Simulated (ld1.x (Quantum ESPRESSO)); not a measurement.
## zinc (Zn), TM: configuration errors across variants

- Element: zinc
- Generator: ld1.x (Quantum ESPRESSO) 7.5
- Type: norm-conserving Troullier–Martins (Kleinman–Bylander form)
- Functional: PBE
- Relativity: fully relativistic
- Frozen core: [Ne]
- Valence charge: 20
- Reference configuration: 3s2 3p6 3d10 4s2 4p0
- Partial waves: 3p (bound): rc 0.90 bohr; 3d (bound): rc 1.50 bohr; 4f channel at 0.45 Ry: rc 1.55 bohr; 3s (bound): rc 0.70 bohr
- Local potential: the s channel
- Core correction: none

Open shells are filled in proportion to 2j + 1 (rel_dist='average').

Occupied shells without a wave of their own: 4s. They enter only through the test configuration that unscreens the potential.

All-electron excitation energies from the reference (eV): (1) 3s2 3p6 3d10 4s1 4p0 9.888; (2) 3s2 3p6 3d10 4s0 4p0 28.331; (3) 3s2 3p6 3d9 4s0 4p0 68.865; (4) 3s2 3p6 3d9 4s2 4p1 12.243; (5) 3s2 3p6 3d8 4s0 4p0 130.678; (6) 3s2 3p6 3d10 4s0 4p1 16.211; (7) 3s2 3p6 3d10 4s1 4p1 5.085.

For the base: The 4s level has no wave, so the channel is fitted at the deeper level alone: the likely source of the large errors.

The file “wave 3s (bound): rc 0.70 bohr becomes 3s (bound): rc 0.92 bohr” misses its own reference levels by 0.4 eV. The file “wave 3s (bound): rc 0.70 bohr becomes 3s (bound): rc 1.02 bohr” misses its own reference levels by 0.7 eV.

Errors AE − PS in meV (a dash: test not solved or not reliable):

```tsv
change	(1)	(2)	(3)	(4)	(5)	(6)	(7)	bound ghosts
base	-89	-220	-367	+52	-376	-167	-64	not determined
wave 3s (bound): rc 0.70 bohr becomes 3s (bound): rc 0.48 bohr	-138	-344	-555	+58	-636	-266	-103	not determined
wave 3s (bound): rc 0.70 bohr becomes 3s (bound): rc 0.58 bohr	-66	-162	-281	+48	-258	-122	-47	not determined
wave 3s (bound): rc 0.70 bohr becomes 3s (bound): rc 0.74 bohr	-118	-295	-479	+59	-527	-224	-86	not determined
wave 3s (bound): rc 0.70 bohr becomes 3s (bound): rc 0.84 bohr	-270	-681	-1051	+90	-1303	-518	-198	not determined
wave 3s (bound): rc 0.70 bohr becomes 3s (bound): rc 0.92 bohr	-516	-1305	-1970	+142	-2544	-994	-379	not determined
wave 3s (bound): rc 0.70 bohr becomes 3s (bound): rc 1.02 bohr	-925	-2338	-3477	+226	-4568	-1784	-681	not determined
```

**Question.** Give the same row for: wave 3s (bound): rc 0.70 bohr becomes 3s (bound): rc 0.66 bohr.

**Answer.** -66, -163, -282, +48, -260, -123, -47; bound ghosts: not determined.
